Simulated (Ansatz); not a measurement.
H₄O₄Ti, charge -1, doublet, at the geometry of the source list (the multiplicity is a formal guess) (a gas-phase anion, which may not be bound at this level); BHLYP/cc-pVDZ (Ansatz, an electronic-structure program).

Here is a job for Ansatz.
Ansatz 0.2 input:
```yaml
crystal:
  periodic: [false, false, false]
  atoms:
    - {symbol: Ti, position_ang: [0.02000000, -0.09080000, -0.04250000]}
    - {symbol: O, position_ang: [1.36250000, -0.37460000, -1.08490000]}
    - {symbol: H, position_ang: [2.29290000, -0.17890000, -1.20800000]}
    - {symbol: O, position_ang: [0.50400000, 0.05040000, 1.60940000]}
    - {symbol: H, position_ang: [0.56630000, 0.83190000, 2.16670000]}
    - {symbol: O, position_ang: [-0.72760000, 1.42300000, -0.46910000]}
    - {symbol: H, position_ang: [-1.26590000, 1.55400000, -1.25620000]}
    - {symbol: O, position_ang: [-1.17550000, -1.34450000, -0.20720000]}
    - {symbol: H, position_ang: [-1.57660000, -1.87050000, 0.49170000]}
basis:
  gaussian:
    orbitals: cc-pVDZ
hamiltonian:
  xc: {name: BHLYP}
total_charge: -1
magnetization: {spin_polarized: true, initial_magnetization: 1}
```

Problem. Predict the main parts of the log of this Ansatz run.

Solution. 
```
Functional definition: BHLYP
1152 factors; integrals over basis functions are off by at most 1.3e-3 eV
mean field evaluation 1: about -31361.1608 eV, gradient 4.5e1 eV
mean field evaluation 2: about -31333.0389 eV, gradient 1.1e2 eV
mean field evaluation 4: about -31368.7197 eV, gradient 3.0e0 eV
mean field evaluation 8: about -31368.7673 eV, gradient 1.4e-1 eV
mean field evaluation 16: about -31368.7702 eV, gradient 2.9e-3 eV
mean field evaluation 32: about -31368.6128 eV, gradient 9.2e-1 eV
mean field -31368.77023770 eV, -1152.7810437192 hartree, gradient 2.2e-5 eV, S^2 0.750124; 6 other end points of the search recorded, 0 dependent functions left out
reference -31368.77039814 eV, -1152.7810496155 hartree; 30, 29 occupied and 89, 90 virtual orbitals, 1152 factors
Total energy: -31368.77039814 eV, -1152.7810496155 hartree
```
